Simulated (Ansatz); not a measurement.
A nudged elastic band was laid between two geometries of C4H12OSi (18 atoms, charge 0, multiplicity 1).

Theory: RKS PBE0/6-31G* in Ansatz.

```json
{"movable images": "9", "climbing image": "yes", "spring": "0.1 eV/Å²", "optimiser": "quadratic models (default)", "start path": "through a guess of the saddle point", "force threshold": "0.05 eV/Å", "iteration limit": "9", "end points": "relaxed"}
```

Image 0:

```xyz
18
Properties=species:S:1:pos:R:3
C -2.586 -0.455 0.193
C -1.091 -0.593 0.455
C -0.310 0.659 0.062
C 1.182 0.607 0.382
O 1.794 1.891 0.216
Si 2.218 -0.644 -0.622
H -3.128 -1.361 0.483
H -2.786 -0.273 -0.869
H -3.011 0.383 0.758
H -0.704 -1.464 -0.090
H -0.922 -0.802 1.521
H -0.450 0.853 -1.013
H -0.723 1.531 0.589
H 1.301 0.384 1.450
H 1.641 2.162 -0.701
H 1.706 -2.046 -0.585
H 3.623 -0.639 -0.132
H 2.209 -0.182 -2.044
```

Image 10:

```xyz
18
Properties=species:S:1:pos:R:3
C -2.587 -0.461 0.162
C -1.092 -0.626 0.407
C -0.308 0.652 0.120
C 1.186 0.568 0.429
O 1.801 1.859 0.372
Si 2.214 -0.595 -0.684
H -3.008 0.328 0.795
H -3.131 -1.387 0.376
H -2.789 -0.190 -0.881
H -0.709 -1.448 -0.211
H -0.922 -0.925 1.451
H -0.451 0.938 -0.935
H -0.716 1.478 0.720
H 1.307 0.253 1.473
H 1.647 2.209 -0.517
H 1.697 -1.994 -0.766
H 3.620 -0.637 -0.200
H 2.202 -0.011 -2.060
```

(1) Which bonds break or form, and what moves?

(2) Give the energies along the band, and the barrier.

(3) What is the geometry of the highest image?

The band took 6 iterations and roughly 23 core-minutes.

Results:

(1) No bond is made or broken. The dihedral H7–C1–C2–C3 goes from -180 to -60°. The two ends are copies of one structure, up to a mirror image or an exchange of like atoms.

(2) The forces met the threshold. The highest image is number 5 of 0 to 10, 12.7 kJ/mol above the ends, which have the same energy within 2 meV. The order of the stationary point at the top wasn't checked.

| image | path coordinate (Å) | energy (kJ/mol) | dihedral H7–C1–C2–C3 (°) |
| --- | --- | --- | --- |
| 0 | 0.00 | 0.0 | -180 |
| 1 | 0.43 | 0.3 | -175 |
| 2 | 0.84 | 2.7 | -162 |
| 3 | 1.23 | 7.1 | -148 |
| 4 | 1.62 | 11.1 | -134 |
| 5 | 1.99 | 12.7 | -119 |
| 6 | 2.36 | 11.2 | -106 |
| 7 | 2.74 | 7.3 | -92 |
| 8 | 3.13 | 2.9 | -78 |
| 9 | 3.54 | 0.4 | -65 |
| 10 | 3.97 | 0.0 | -60 |

(3) 
```xyz
18
Properties=species:S:1:pos:R:3
C -2.595 -0.464 0.147
C -1.087 -0.621 0.413
C -0.300 0.657 0.128
C 1.192 0.572 0.434
O 1.810 1.862 0.368
Si 2.210 -0.603 -0.680
H -3.189 -0.636 1.049
H -2.950 -1.166 -0.614
H -2.834 0.545 -0.208
H -0.685 -1.442 -0.192
H -0.917 -0.912 1.458
H -0.446 0.943 -0.926
H -0.710 1.482 0.729
H 1.317 0.259 1.478
H 1.650 2.209 -0.521
H 1.722 -2.014 -0.707
H 3.629 -0.603 -0.236
H 2.145 -0.057 -2.070
```

Run time: 12 min on 2 threads of AMD EPYC 7571 (shared host), peak memory 0.34 GiB.
